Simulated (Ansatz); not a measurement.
Stepwise reaction of `C[NH][In]([F])[F]` with hydrogen, as a gas-phase model of exchange steps in deposition or etching. ΔE in kJ/mol; ΔG adds harmonic PBE0-D4 terms to CCSD(T)/CBS, at 1 bar.

Isolated molecules relaxed with PBE0-D4/def2-TZVP in Ansatz; ΔE leaves out vibrations. CCSD(T)/CBS adds triple-zeta CCSD(T) − MP2 to the extrapolated MP2 energy (def2 sets, frozen cores). This one scheme is used for every species. DFT in def2-TZVPP. B3LYP here is the variant with VWN-RPA as its local correlation; programs differ in this. def2 core potentials past Kr. For In outer-core shells are correlated without core-valence functions, which leaves a few kJ/mol of doubt a bond. Each species was taken in one conformer, which may not be the lowest.

```
step                                    reaction  PBE-D4  B3LYP-D4  ωB97M-V  CCSD(T)/CBS  ΔG(600 K)
   2  `C[NH][InH][F]` + H₂ → `C[NH][InH2]` + H–F    51.5      54.4     50.7         52.6       51.9
```

Give the row of step 1, `C[NH][In]([F])[F]` + H₂ → `C[NH][InH][F]` + H–F. (An estimate is asked.)

Computed: 
```json
{"step": "1", "reaction": "`C[NH][In]([F])[F]` + H₂ → `C[NH][InH][F]` + H–F", "PBE-D4": "19.2", "B3LYP-D4": "20.0", "ωB97M-V": "15.6", "CCSD(T)/CBS": "17.0", "ΔG(600 K)": "15.5"}
```

By hand: ΔE of the 2 steps together at CCSD(T)/CBS.

(17.0) + (52.6) = 69.6 kJ/mol, or 34.8 kJ/mol a step.

In ΔE each step is higher than the one before. All are uphill at CCSD(T)/CBS. ΔG lies between 15.5 and 51.9 kJ/mol a step. PBE-D4 differs from CCSD(T)/CBS by -1.1 to 2.2 kJ/mol a step. Isolated molecules leave out the surface, adducts and barriers. Largest T1 diagnostic: 0.016.
